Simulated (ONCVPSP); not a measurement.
**Which change was made? (S, ONCV)**

```
Element                 : S (Z = 16)
Generator               : ONCVPSP 4.0.1
Type                    : optimised norm-conserving Vanderbilt (ONCV)
Functional              : PBE
Relativity              : scalar-relativistic
Frozen core             : [He]
Valence charge          : 14
Reference configuration : 2s2 2p6 3s2 3p4
Partial waves           : 2s+3s: rc 0.75 bohr, ncon 4, nbas 9, qcut 14.4 1/bohr, 3 projectors, debl 2.6 Ha; 2p+3p: rc 0.95 bohr, ncon 3, nbas 6, qcut 17.6 1/bohr, 2 projectors; d scattering state at 0.23 Ha: rc 0.85 bohr, ncon 4, nbas 8, qcut 10.7 1/bohr, 1 projector
Local potential         : polynomial inside 0.60 bohr (lpopt 5, dvloc0 0 Ha)
Core correction         : Teter function fitted to the true core (icmod 2), fcfact 0.35
```

Cutoffs, loose and tight: the cutoffs (Ha) at which the residual kinetic energy of the hardest occupied pseudo-wave falls to 1 and 0.1 mHa per electron. They do not see the model core or the augmentation charge, which bear on the density cutoff. Test errors are all-electron minus pseudo excitation energies from the reference, over the configurations 2s2 2p6 3s2 3p3; 2s2 2p6 3s2 3p2; 2s2 2p6 3s2 3p1; 2s1 2p6 3s2 3p4; variants that change the core or the reference have their own tests.

The base gives: outcome: generated; cutoff, loose: 100 Ha; cutoff, tight: 113 Ha; bound ghosts: none; GHOST(+) flags above zero: s; largest test error (meV): -664.

(1) After one change the result is: outcome: generated; cutoff, loose: 127 Ha; cutoff, tight: 582 Ha; bound ghosts: none; GHOST(+) flags above zero: s; largest test error (meV): -370. Which change was it?
A. all radii but the core radius scaled by about 0.80 (s 0.60, p 0.76, d 0.68 bohr); local potential polynomial inside 0.48 bohr (lpopt 5, dvloc0 0 Ha)
B. all radii but the core radius scaled by about 0.91 (s 0.68, p 0.86, d 0.78 bohr); local potential polynomial inside 0.54 bohr (lpopt 5, dvloc0 0 Ha)
C. all radii but the core radius scaled by about 1.32 (s 0.98, p 1.26, d 1.12 bohr); local potential polynomial inside 0.80 bohr (lpopt 5, dvloc0 0 Ha)
D. all radii but the core radius scaled by about 1.14 (s 0.86, p 1.08, d 0.96 bohr); local potential polynomial inside 0.68 bohr (lpopt 5, dvloc0 0 Ha)

Answers

(1) A. The others give: all radii but the core radius scaled by about 1.32 (s 0.98, p 1.26, d 1.12 bohr); local potential polynomial inside 0.80 bohr (lpopt 5, dvloc0 0 Ha) → outcome: generated; cutoff, loose: 71 Ha; cutoff, tight: 83 Ha; bound ghosts: none; GHOST(+) flags above zero: none; largest test error (meV): -898 | all radii but the core radius scaled by about 0.91 (s 0.68, p 0.86, d 0.78 bohr); local potential polynomial inside 0.54 bohr (lpopt 5, dvloc0 0 Ha) → outcome: generated; cutoff, loose: 120 Ha; cutoff, tight: 135 Ha; bound ghosts: none; GHOST(+) flags above zero: s; largest test error (meV): -506 | all radii but the core radius scaled by about 1.14 (s 0.86, p 1.08, d 0.96 bohr); local potential polynomial inside 0.68 bohr (lpopt 5, dvloc0 0 Ha) → outcome: generated; cutoff, loose: 86 Ha; cutoff, tight: 102 Ha; bound ghosts: none; GHOST(+) flags above zero: none; largest test error (meV): -822.
